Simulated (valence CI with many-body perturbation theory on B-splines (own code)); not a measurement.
**Pm²⁹⁺ in brief**

Calculated by relativistic CI+MBPT: four valence electrons over a frozen Dirac-Fock core [Ar] 3d10, radial functions for each j: 11 s, 11 p, 9 d, 7 f, 5 g, 2 h, 1 i, with the one-electron correlation potential Σ1 (screened to all orders), the two-electron term Σ2, the three-electron term Σ3, Breit, model QED; selected single and double excitations, second order for the rest (own B-spline code, finite nucleus).

No measured spectrum was set against this ion. As an estimate, large intervals hold to a few tenths of a per cent, small ones and those within an open d or f shell to about a per cent.

Levels are named by their leading jj configuration (3d3/2^4 stands for four electrons in 3d with j = 3/2), which in mixed levels can hold well under half, so a name can repeat and another be missing.

Rates and lifetimes use the calculated energies. Strong lines usually hold to 10 to 20 %, long lifetimes can be off by a factor of two.

Question: What is the ground level?

Answer: (4s^2 4p1/2^2) J=0, composition 73 % 4s2.4p2 3P + 26 % 4s2.4p2 1S.

Question: Name the longest-lived excited levels whose lifetime is computed, and their main decay.

Answer: (4s^2 4p1/2 4p3/2) J=2 at 33.22 eV lives 430 μs, mostly by E2 to (4s^2 4p1/2^2) J=0; (4s^2 4p3/2 4d5/2) J=4 at 180.05 eV lives 5.96 μs, mostly by M1 to (4s^2 4p1/2 4d5/2) J=3; (4s^2 4p1/2 4p3/2) J=1 at 30.10 eV lives 5.27 μs, mostly by M1 to (4s^2 4p1/2^2) J=0.

Question: What are the static dipole polarisabilities of the lowest levels?

Answer: (4s^2 4p1/2^2) J=0 0.0941; (4s^2 4p1/2 4p3/2) J=1 0.103 (tensor 0.0040); (4s^2 4p1/2 4p3/2) J=2 0.103 (tensor 0.0065) bohr³, of which the core gives 0.00585.

Question: How well does LS coupling describe the low levels?

Answer: Among the lowest 20 levels the leading LS term, summed over configurations, holds 63 % on average. For single configurations the figures are 59 % in LS and 85 % in jj coupling. Terms mix most in the J = 1 level at 143.08 eV, where the leading one holds 35 %.

Question: What is the ionisation energy?

Answer: 1115.1 eV; NIST lists 1113 ± 4 eV (theoretical).
